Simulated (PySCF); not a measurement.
# Electron correlation in O (oxygen, neutral)

[He] 2s2 2p4, high-spin 3P determinant. Calculation: PySCF 2.14, in x2c-QZVPPall (7s4p3d2f1g, 57 functions); the spin-free X2C one-electron Hamiltonian (Gaussian nucleus). Frozen: 1s2; 6 electrons correlated.

```json
{"level": "CCSD", "correlation energy (mhartree)": "-171.83"}
{"level": "(T)", "correlation energy (mhartree)": "-3.70"}
{"level": "CCSD(T)", "correlation energy (mhartree)": "-175.53"}
```

Diagnostics: T1 = 0.0069, D1 = 0.0115, largest double amplitude 0.029.

Cost of the coupled-cluster step: of the order of 5 core-seconds, for 6 correlated electrons.

Iterations:

```
CC2 = 0
CCSD nocc = (np.int64(4), np.int64(2)), nmo = (56, 56)
frozen orbitals [[0], [0]]
max_cycle = 100
direct = 0
conv_tol = 1e-08
conv_tol_normt = 1e-06
diis_space = 8
diis_start_cycle = 0
Init t2, MP2 energy = -0.156787089894226
Init E_corr(UCCSD) = -0.156787089901591
cycle = 1  E_corr(UCCSD) = -0.168210075491522  dE = -0.0114229856  norm(t1,t2) = 0.0273905
cycle = 2  E_corr(UCCSD) = -0.170676030267501  dE = -0.00246595478  norm(t1,t2) = 0.00985516
cycle = 3  E_corr(UCCSD) = -0.171861051402072  dE = -0.00118502113  norm(t1,t2) = 0.00486368
cycle = 4  E_corr(UCCSD) = -0.171818356253392  dE = 4.26951487e-05  norm(t1,t2) = 0.00145761
cycle = 5  E_corr(UCCSD) = -0.171820104830863  dE = -1.74857747e-06  norm(t1,t2) = 0.000537734
cycle = 6  E_corr(UCCSD) = -0.171833634313366  dE = -1.35294825e-05  norm(t1,t2) = 0.000156554
cycle = 7  E_corr(UCCSD) = -0.171832961387553  dE = 6.72925813e-07  norm(t1,t2) = 3.37955e-05
cycle = 8  E_corr(UCCSD) = -0.171832337389308  dE = 6.23998245e-07  norm(t1,t2) = 7.39057e-06
cycle = 9  E_corr(UCCSD) = -0.171832458044691  dE = -1.20655384e-07  norm(t1,t2) = 2.22107e-06
cycle = 10  E_corr(UCCSD) = -0.171832449824932  dE = 8.21975923e-09  norm(t1,t2) = 4.32904e-07
UCCSD converged
E(UCCSD) = -75.04280882402098  E_corr = -0.171832449824932
UCCSD(T) correction = -0.00369859418739004
```
